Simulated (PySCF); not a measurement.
Job for PySCF: U-TPSSh/def2-TZVPP on COW (SMILES [O+]#[C-]->[W]), 2S+1 = 5, a spin state set in the input, which need not be the lowest. Elements past Kr take the def2 small-core potentials; no spin–orbit coupling.

```python
from pyscf import gto, dft

mol = gto.M(
    atom='''
    W    -1.07158904   -0.85690305   -0.97710809
    O     0.88958195    0.75691054    0.78638356
    C     0.14883836    0.14736410    0.12030490
    ''',
    basis='def2-tzvpp',
    ecp={'W': 'def2-tzvpp'},
    charge=0, spin=4, verbose=4, max_memory=1800)
mf = dft.UKS(mol, xc='tpssh').density_fit(auxbasis='def2-universal-jkfit')
mf.grids.level = 4
mf.conv_tol = 1e-9
mf.max_cycle = 150
mf.kernel()
mf.dip_moment()
```

It printed:

```
PySCF version 2.14.0

[INPUT] verbose = 4
[INPUT] num. atoms = 3
[INPUT] num. electrons = 28
[INPUT] charge = 0
[INPUT] spin (= nelec alpha-beta = 2S) = 4
[INPUT] symmetry False subgroup None
[INPUT] Mole.unit = angstrom
[INPUT] Symbol           X                Y                Z      unit          X                Y                Z       unit  Magmom
[INPUT]  1 W     -1.071589040000  -0.856903050000  -0.977108090000 AA   -2.025009803686  -1.619312079804  -1.846466684197 Bohr   0.0
[INPUT]  2 O      0.889581950000   0.756910540000   0.786383560000 AA    1.681066250857   1.430353621397   1.486049557260 Bohr   0.0
[INPUT]  3 C      0.148838360000   0.147364100000   0.120304900000 AA    0.281263737229   0.278477789593   0.227343312443 Bohr   0.0

nuclear repulsion = 64.0193261481316
number of shells = 38
number of NR pGTOs = 174
number of NR cGTOs = 118
basis = def2-tzvpp
ecp = {'W': 'def2-tzvpp'}


******** <class 'pyscf.df.df_jk.DFUKS'> ********
method = DFUKS
initial guess = minao
damping factor = 0
level_shift factor = 0
DIIS = <class 'pyscf.scf.diis.CDIIS'>
diis_start_cycle = 1
diis_space = 8
diis_damp = 0
SCF conv_tol = 1e-09
SCF conv_tol_grad = None
SCF max_cycles = 150
direct_scf = False
number electrons alpha = 16  beta = 12
XC library pyscf.dft.libxc version 7.1.2
    S. Lehtola, C. Steigemann, M. J. T. Oliveira, and M. A. L. Marques,  SoftwareX 7, 1–5 (2018)
XC functionals = tpssh
    V. N. Staroverov, G. E. Scuseria, J. Tao, and J. P. Perdew,  J. Chem. Phys. 119, 12129 (2003)
radial grids:
    Treutler-Ahlrichs [JCP 102, 346 (1995); DOI:10.1063/1.469408] (M4) radial grids

becke partition: Becke, JCP 88, 2547 (1988); DOI:10.1063/1.454033
pruning grids: <function nwchem_prune>
grids dens level: 4
symmetrized grids: False
atomic radii adjust function: <function treutler_atomic_radii_adjust>
small_rho_cutoff = 0
Set gradient conv threshold to 3.16228e-05
tot grids = 91904
******** <class 'pyscf.df.df.DF'> ********
auxbasis = def2-universal-jkfit
init E= -160.987450238678
  alpha nocc = 16  HOMO = -0.27392854283793  LUMO = -0.200838169888913

WARN: beta  nocc = 12  HOMO -0.346494943382661 >= LUMO -0.346493707809119


WARN: HOMO -0.27392854283793 >= LUMO -0.346493707809119

cycle= 1 E= -180.136272458762  delta_E= -19.1  |g|= 0.624  |ddm|=  8.9
  alpha nocc = 16  HOMO = -0.134916841556526  LUMO = -0.0969416335878688
  beta  nocc = 12  HOMO = -0.174361708034681  LUMO = -0.150617436016525

WARN: HOMO -0.134916841556526 >= LUMO -0.150617436016525

cycle= 2 E= -174.12438413156  delta_E= 6.01  |g|= 3.34  |ddm|= 2.39
  alpha nocc = 16  HOMO = -0.173398408328269  LUMO = -0.0503562974654227
  beta  nocc = 12  HOMO = -0.135476652857083  LUMO = -0.121097036393705
  HOMO = -0.135476652857  LUMO = -0.121097036394  gap/eV = 0.39129
cycle= 3 E= -180.215405600676  delta_E= -6.09  |g|= 0.472  |ddm|=    2
  alpha nocc = 16  HOMO = -0.178025401703831  LUMO = -0.035358911782142
  beta  nocc = 12  HOMO = -0.148169393100048  LUMO = -0.109873811677408
  HOMO = -0.1481693931  LUMO = -0.109873811677  gap/eV = 1.04208
cycle= 4 E= -180.309941486184  delta_E= -0.0945  |g|= 0.224  |ddm|= 0.351
  alpha nocc = 16  HOMO = -0.181293966325481  LUMO = -0.0381067044194661
  beta  nocc = 12  HOMO = -0.15012197557342  LUMO = -0.110915463328864
  HOMO = -0.150121975573  LUMO = -0.110915463329  gap/eV = 1.06686
cycle= 5 E= -180.327281818742  delta_E= -0.0173  |g|= 0.051  |ddm|= 0.111
  alpha nocc = 16  HOMO = -0.182380463965712  LUMO = -0.0389099009435228
  beta  nocc = 12  HOMO = -0.156665764711427  LUMO = -0.110078863068381
  HOMO = -0.156665764711  LUMO = -0.110078863068  gap/eV = 1.26769
cycle= 6 E= -180.329093486223  delta_E= -0.00181  |g|= 0.0173  |ddm|= 0.0654
  alpha nocc = 16  HOMO = -0.184549527884496  LUMO = -0.0404021181850195
  beta  nocc = 12  HOMO = -0.15686164610096  LUMO = -0.110917341741806
  HOMO = -0.156861646101  LUMO = -0.110917341742  gap/eV = 1.25021
cycle= 7 E= -180.329396396811  delta_E= -0.000303  |g|= 0.00625  |ddm|= 0.0254
  alpha nocc = 16  HOMO = -0.183607359960578  LUMO = -0.039273689925715
  beta  nocc = 12  HOMO = -0.155658217881278  LUMO = -0.110125022220847
  HOMO = -0.155658217881  LUMO = -0.110125022221  gap/eV = 1.23902
cycle= 8 E= -180.329504327822  delta_E= -0.000108  |g|= 0.00474  |ddm|= 0.0205
  alpha nocc = 16  HOMO = -0.184979152269871  LUMO = -0.0401802528374217
  beta  nocc = 12  HOMO = -0.156558260029922  LUMO = -0.110323228702991
  HOMO = -0.15655826003  LUMO = -0.110323228703  gap/eV = 1.25812
cycle= 9 E= -180.329566297149  delta_E= -6.2e-05  |g|= 0.00134  |ddm|= 0.0217
  alpha nocc = 16  HOMO = -0.18490098286123  LUMO = -0.0400197935317916
  beta  nocc = 12  HOMO = -0.156422219781451  LUMO = -0.110119352524067
  HOMO = -0.156422219781  LUMO = -0.110119352524  gap/eV = 1.25997
cycle= 10 E= -180.329570177789  delta_E= -3.88e-06  |g|= 0.00089  |ddm|= 0.00624
  alpha nocc = 16  HOMO = -0.185013746915915  LUMO = -0.0401214671874045
  beta  nocc = 12  HOMO = -0.1564115383451  LUMO = -0.11021673222016
  HOMO = -0.156411538345  LUMO = -0.11021673222  gap/eV = 1.25702
cycle= 11 E= -180.329570720058  delta_E= -5.42e-07  |g|= 0.000164  |ddm|= 0.00129
  alpha nocc = 16  HOMO = -0.18498113931964  LUMO = -0.0400909561913345
  beta  nocc = 12  HOMO = -0.156386447301308  LUMO = -0.110195739065973
  HOMO = -0.156386447301  LUMO = -0.110195739066  gap/eV = 1.25691
cycle= 12 E= -180.329570744169  delta_E= -2.41e-08  |g|= 3.02e-05  |ddm|= 0.000304
  alpha nocc = 16  HOMO = -0.184979885204562  LUMO = -0.0400909508712534
  beta  nocc = 12  HOMO = -0.156389058429713  LUMO = -0.11019346701151
  HOMO = -0.15638905843  LUMO = -0.110193467012  gap/eV = 1.25705
cycle= 13 E= -180.329570746236  delta_E= -2.07e-09  |g|= 1.05e-05  |ddm|= 0.00011
  alpha nocc = 16  HOMO = -0.184980857462283  LUMO = -0.0400928558383286
  beta  nocc = 12  HOMO = -0.156391163295407  LUMO = -0.110193490631239
  HOMO = -0.156391163295  LUMO = -0.110193490631  gap/eV = 1.25710
cycle= 14 E= -180.329570746494  delta_E= -2.58e-10  |g|= 2.72e-06  |ddm|= 4.69e-05
  alpha nocc = 16  HOMO = -0.184981595349253  LUMO = -0.040093740846496
  beta  nocc = 12  HOMO = -0.156391806322649  LUMO = -0.110194027733828
  HOMO = -0.156391806323  LUMO = -0.110194027734  gap/eV = 1.25711
Extra cycle  E= -180.329570746502  delta_E= -7.96e-12  |g|= 2.97e-06  |ddm|= 7.55e-06
converged SCF energy = -180.329570746502  <S^2> = 6.0790927  2S+1 = 5.0315376
Dipole moment(X, Y, Z, Debye): -2.55607, -2.10335, -2.29843
```

The calculation finished and met its thresholds.

Cost: around 20 core-seconds (rough).
